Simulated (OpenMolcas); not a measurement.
**d9 ions of charge +2 down a group on the Ca site of CsCaF3**

* Program: OpenMolcas
* Method: CASSCF
* Spin-orbit coupling: RASSI with atomic mean-field integrals over the reference wave functions

The d shell is active. Each dopant is a cluster with its nearest anions in model potentials and point charges, with no relaxation. Distances were set from a Shannon-type radius of the metal (high-spin where two are listed) plus a fixed donor radius (F 1.31 Å), in hosts weighted 0.65 to 0.35 with the host's distance in the model lattice. Ligand basis ANO-RCC-VDZP, DKH2 Hamiltonian. States (labels of O, the rotations of Oh). Energies in cm-1 above the lowest state or level, χT in cm3 K/mol; 10Dq is the gap between the two states. Spin-only χT is S(S+1) / 2 for the spin of the ground state.

```tsv
Ion	Shell	R (Å)	Metal basis	Ground state	First state of that spin	10Dq	First gap with spin-orbit (degeneracies)	χT at 300 K	Spin-only χT
Cu2+	3d9	2.118	ANO-RCC-VTZP	2E	2T2 4078	4078	3481 (4, 2)	0.720	0.375
Ag2+	4d9	2.255	ANO-RCC-VTZP	2E	2T2 8179	8179	6923 (4, 2)	0.670	0.375
```

|10Dq| changes by a factor of 8179 / 4078 = 2.01 from Cu2+ to Ag2+.

χT departs most from the spin-only value for Cu2+, by +0.345 cm3 K/mol.

An orbital doublet at a regular site is open to a Jahn-Teller distortion, which this geometry leaves out. Ligand-to-metal charge-transfer states are missing. With metal d orbitals alone and no dynamic correlation 10Dq can be off by a tenth to a fifth, either way, in oxide and fluoride hosts (holds for Cu2+). With metal d orbitals alone the field can be off either way by tens of per cent (holds for Ag2+). No measured value stands beside these numbers; the geometry was set by hand and not optimised.
